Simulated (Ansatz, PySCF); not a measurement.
F2Sc, doublet, geometry from GFN2-xTB (such geometries of metal compounds can be far from the true shape) (the multiplicity is a formal guess), atoms displaced at random by about 0.08 Å a coordinate. Base run: B3LYP/def2-SVP, gradient (PySCF).

Here is a job for PySCF.
```python
from pyscf import gto, scf, dft

mol = gto.M(
    atom='''
Sc    0.427360    0.356887    0.212223
F    -0.800293    0.634927   -1.266144
F    -0.323888   -1.227314    0.689541
''',
    basis='def2-svp',
    charge=0,
    spin=1,
    verbose=4,
)

mf = dft.UKS(mol)
mf.xc = 'b3lyp'
mf.kernel()
g = mf.nuc_grad_method()
grad = g.kernel()
```

Programs used: Ansatz (an electronic-structure program), PySCF; a row that names a program was run with it.

The coordinate followed is x of atom 1.

The base run was repeated with changes; each row names its change, and settings that it needs were set with it.

```tsv
change	dE/dx (Eh/bohr)	net force (Eh/bohr)
base	0.049219	0.000438
grid_response = on	0.049188	0.000000
density fitting = on; auxbasis_response = off	0.049209	0.000452
density fitting = on	0.049220	0.000438
code = ansatz	0.049220	0.000000
grids.level = 0; grid_response = on	0.046951	0.000000
conv_tol = 1e-11	0.049219	0.000438
finite difference step (bohr) = 0.2; conv_tol = 1e-11	0.048791	-
finite difference step (bohr) = 0.05; conv_tol = 1e-11	0.049163	-
finite difference step (bohr) = 1e-5; conv_tol = 1e-11	0.049188	-
grids.level = 1; grid_response = on	0.050339	0.000000
conv_tol = 1e-4	0.049230	0.000438
```

The net force is zero for an exact gradient.

Open shells are given as the SCF converged; they aren't shown to be the lowest states, and a large step between rows can be another state.
